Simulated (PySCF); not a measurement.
PySCF input for MgCl, SMILES [Mg][Cl], multiplicity 2, TDA-PBE/def2-TZVPD. The structure is a stationary point at B3LYP-D3(BJ)/def2-TZVPD. The spin state was assumed, not searched.

```python
import numpy as np
from pyscf import gto, scf, dft, tdscf

mol = gto.M(
    atom='''
    Mg    0.00000000    0.00000000   -1.30323801
    Cl    0.00000000    0.00000000    0.91993271
    ''',
    basis='def2-TZVPD',
    charge=0,
    spin=1,
    max_memory=1600,
    verbose=4,
)
mf = dft.UKS(mol, xc='pbe').density_fit(auxbasis='def2-universal-jkfit')
mf.grids.level = 3
mf.conv_tol = 1e-9
mf.max_cycle = 100
mf.kernel()
fine, coarse = mf.grids, dft.Grids(mol).set(level=1).build(with_non0tab=True)
for _ in range(3):  # follow internal instabilities
    mf.grids = coarse
    mo, _, stable, _ = mf.stability(return_status=True, nroots=4)
    mf.grids = fine
    if stable:
        break
    mf.kernel(mf.make_rdm1(mo, mf.mo_occ))
mf.grids = dft.Grids(mol).set(level=1).build(with_non0tab=True)  # coarser grid for the response kernel
td = tdscf.TDA(mf)
td.nstates = 10
td.conv_tol = 1e-4
td.positive_eig_threshold = 1e-6
td.kernel(x0=td.get_init_guess(mf, 15))
td.analyze()
```

It prints:

```
PySCF version 2.14.0

[INPUT] verbose = 4
[INPUT] num. atoms = 2
[INPUT] num. electrons = 29
[INPUT] charge = 0
[INPUT] spin (= nelec alpha-beta = 2S) = 1
[INPUT] symmetry False subgroup None
[INPUT] Mole.unit = angstrom
[INPUT] Symbol           X                Y                Z      unit          X                Y                Z       unit  Magmom
[INPUT]  1 Mg     0.000000000000   0.000000000000  -1.303238010000 AA    0.000000000000   0.000000000000  -2.462762914023 Bohr   0.0
[INPUT]  2 Cl     0.000000000000   0.000000000000   0.919932710000 AA    0.000000000000   0.000000000000   1.738420874929 Bohr   0.0

nuclear repulsion = 48.5577423526341
number of shells = 29
number of NR pGTOs = 128
number of NR cGTOs = 81
basis = def2-TZVPD
ecp = {}


[settings echo left out]
init E= -660.042140202186
  alpha nocc = 15  HOMO = -0.144491391734704  LUMO = -0.0444718633866112
  beta  nocc = 14  HOMO = -0.349394926768471  LUMO = -0.14449139173469

WARN: HOMO -0.144491391734704 >= LUMO -0.14449139173469

cycle= 1 E= -659.976082109113  delta_E= 0.0661  |g|= 0.26  |ddm|= 0.944
  alpha nocc = 15  HOMO = -0.163783343080289  LUMO = -0.0288909672264829
  beta  nocc = 14  HOMO = -0.159452347348246  LUMO = -0.132550858462917
  HOMO = -0.159452347348  LUMO = -0.132550858463  gap/eV = 0.73203
cycle= 2 E= -659.733974846058  delta_E= 0.242  |g|= 0.664  |ddm|= 1.12
  alpha nocc = 15  HOMO = -0.18158791108797  LUMO = -0.0271244830592295
  beta  nocc = 14  HOMO = -0.258279425418895  LUMO = -0.133083075010223
  HOMO = -0.181587911088  LUMO = -0.13308307501  gap/eV = 1.31988
cycle= 3 E= -660.024718667613  delta_E= -0.291  |g|= 0.0443  |ddm|= 0.768
  alpha nocc = 15  HOMO = -0.18502474978153  LUMO = -0.0299601816965356
  beta  nocc = 14  HOMO = -0.255614995333741  LUMO = -0.135909901544665
  HOMO = -0.185024749782  LUMO = -0.135909901545  gap/eV = 1.33648
cycle= 4 E= -660.025054607044  delta_E= -0.000336  |g|= 0.0274  |ddm|= 0.0569
  alpha nocc = 15  HOMO = -0.183239307033332  LUMO = -0.0287692530144605
  beta  nocc = 14  HOMO = -0.255736509702464  LUMO = -0.133898530757598
  HOMO = -0.183239307033  LUMO = -0.133898530758  gap/eV = 1.34263
cycle= 5 E= -660.025500792144  delta_E= -0.000446  |g|= 0.00552  |ddm|= 0.026
  alpha nocc = 15  HOMO = -0.183124443262106  LUMO = -0.0289758500854188
  beta  nocc = 14  HOMO = -0.256978066791938  LUMO = -0.133813578335822
  HOMO = -0.183124443262  LUMO = -0.133813578336  gap/eV = 1.34182
cycle= 6 E= -660.025516842271  delta_E= -1.61e-05  |g|= 0.000999  |ddm|= 0.00484
  alpha nocc = 15  HOMO = -0.18283963454676  LUMO = -0.0288582078348218
  beta  nocc = 14  HOMO = -0.257244529640292  LUMO = -0.133465562785336
  HOMO = -0.182839634547  LUMO = -0.133465562785  gap/eV = 1.34354
cycle= 7 E= -660.025517478904  delta_E= -6.37e-07  |g|= 0.000221  |ddm|= 0.00225
  alpha nocc = 15  HOMO = -0.182885586875305  LUMO = -0.0288676926454059
  beta  nocc = 14  HOMO = -0.25720516735527  LUMO = -0.133479104863753
  HOMO = -0.182885586875  LUMO = -0.133479104864  gap/eV = 1.34442
cycle= 8 E= -660.025517520025  delta_E= -4.11e-08  |g|= 2.08e-05  |ddm|= 0.000433
  alpha nocc = 15  HOMO = -0.182883487362925  LUMO = -0.0288646557505496
  beta  nocc = 14  HOMO = -0.257199765950736  LUMO = -0.133471944471538
  HOMO = -0.182883487363  LUMO = -0.133471944472  gap/eV = 1.34456
cycle= 9 E= -660.025517520344  delta_E= -3.2e-10  |g|= 3e-06  |ddm|= 3.25e-05
  alpha nocc = 15  HOMO = -0.182883332127339  LUMO = -0.0288650121206877
  beta  nocc = 14  HOMO = -0.25719842553812  LUMO = -0.133472055239984
  HOMO = -0.182883332127  LUMO = -0.13347205524  gap/eV = 1.34455
Extra cycle  E= -660.025517520352  delta_E= -7.73e-12  |g|= 2.29e-06  |ddm|= 7.14e-06
converged SCF energy = -660.025517520352  <S^2> = 0.75054918  2S+1 = 2.0005491
tot grids = 12552
uhf_internal: lowest eigs of H = [0.23343357 0.2334338  0.2568753  0.2568757 ]
<class 'pyscf.df.df_jk.DFUKS'> wavefunction is stable in the internal stability analysis
tot grids = 12552
Overwritten attributes  positive_eig_threshold  of <class 'pyscf.tdscf.uks.TDA'>


******** <class 'pyscf.tdscf.uks.TDA'> for <class 'pyscf.df.df_jk.DFUKS'> ********
nstates = 10
deg_eia_thresh = 1.000e-03
wfnsym = None
conv_tol = 0.0001
eigh lindep = 1e-12
eigh level_shift = 0
eigh max_cycle = 100


Excitation energies (eV)
[3.25184599 3.25184599 3.41933225 3.41933225 4.37130393 4.61625841
 5.18051635 5.1805245  5.22840846 5.35075878]

** Excitation energies and oscillator strengths **
Excited State   1:      3.25185 eV    381.27 nm  f=0.0802
      15a ->   16a     -0.75987
      13b ->   15b      0.63576
      14b ->   15b      0.11596
Excited State   2:      3.25185 eV    381.27 nm  f=0.0802
      15a ->   17a      0.75987
      13b ->   15b      0.11596
      14b ->   15b     -0.63576
Excited State   3:      3.41933 eV    362.60 nm  f=0.1171
      15a ->   16a      0.64194
      13b ->   15b      0.74297
      14b ->   15b      0.16824
Excited State   4:      3.41933 eV    362.60 nm  f=0.1171
      15a ->   17a     -0.64194
      13b ->   15b      0.16824
      14b ->   15b     -0.74297
Excited State   5:      4.37130 eV    283.63 nm  f=0.0606
      15a ->   18a      0.78490
      12b ->   15b     -0.61182
Excited State   6:      4.61626 eV    268.58 nm  f=0.2268
      13a ->   16a      0.26123
      14a ->   17a      0.26123
      15a ->   18a      0.58297
      15a ->   19a     -0.12612
      12b ->   15b      0.69642
Excited State   7:      5.18052 eV    239.33 nm  f=0.0000
      13a ->   16a      0.48279
      13a ->   17a     -0.51243
      14a ->   16a     -0.51243
      14a ->   17a     -0.48279
Excited State   8:      5.18052 eV    239.33 nm  f=0.0000
      13a ->   16a      0.51243
      13a ->   17a      0.48279
      14a ->   16a      0.48279
      14a ->   17a     -0.51243
Excited State   9:      5.22841 eV    237.14 nm  f=0.0000
      13a ->   16a     -0.17627
      13a ->   17a     -0.68478
      14a ->   16a      0.68478
      14a ->   17a     -0.17627
Excited State  10:      5.35076 eV    231.71 nm  f=0.0997
      13a ->   16a     -0.56141
      13a ->   17a      0.14452
      14a ->   16a     -0.14452
      14a ->   17a     -0.56141
      15a ->   18a      0.14677
      15a ->   19a     -0.32607
      15a ->   22a     -0.10969
      12b ->   15b      0.23054
      13b ->   16b      0.16401
      13b ->   17b      0.18429
      14b ->   16b      0.18429
      14b ->   17b     -0.16401

** Transition electric dipole moments (AU) **
state          X           Y           Z        Dip. S.      Osc.
  1        -0.5252     -0.8548      0.0000      1.0065      0.0802
  2         0.8548     -0.5252     -0.0000      1.0065      0.0802
  3         0.6610      0.9803      0.0000      1.3979      0.1171
  4        -0.9803      0.6610      0.0000      1.3979      0.1171
  5         0.0000     -0.0000      0.7523      0.5659      0.0606
  6         0.0000      0.0000      1.4160      2.0050      0.2268
  7         0.0000     -0.0000      0.0000      0.0000      0.0000
  8         0.0000      0.0000     -0.0000      0.0000      0.0000
  9        -0.0000      0.0000      0.0000      0.0000      0.0000
 10        -0.0000      0.0000      0.8722      0.7607      0.0997

** Transition velocity dipole moments (imaginary part, AU) **
state          X           Y           Z        Dip. S.      Osc.
  1        -0.0349     -0.0568     -0.0000      0.0044      0.0248
  2         0.0568     -0.0349     -0.0000      0.0044      0.0248
  3         0.0518      0.0768     -0.0000      0.0086      0.0455
  4        -0.0768      0.0518      0.0000      0.0086      0.0455
  5         0.0000     -0.0000      0.1452      0.0211      0.0875
  6         0.0000      0.0000      0.2079      0.0432      0.1699
  7         0.0000     -0.0000      0.0000      0.0000      0.0000
  8         0.0000      0.0000     -0.0000      0.0000      0.0000
  9         0.0000      0.0000      0.0000      0.0000      0.0000
 10        -0.0000      0.0000      0.1245      0.0155      0.0526

** Transition magnetic dipole moments (imaginary part, AU) **
state          X           Y           Z
  1         0.6580     -0.4043     -0.0000
  2         0.4043      0.6580     -0.0000
  3        -0.5455      0.3678      0.0000
  4        -0.3678     -0.5455      0.0000
  5         0.0000      0.0000      0.0000
  6         0.0000     -0.0000     -0.0000
  7        -0.0000      0.0000      0.0000
  8         0.0000      0.0000     -0.0000
  9         0.0000     -0.0000     -0.0000
 10         0.0000     -0.0000      0.0000
```

The run converged.
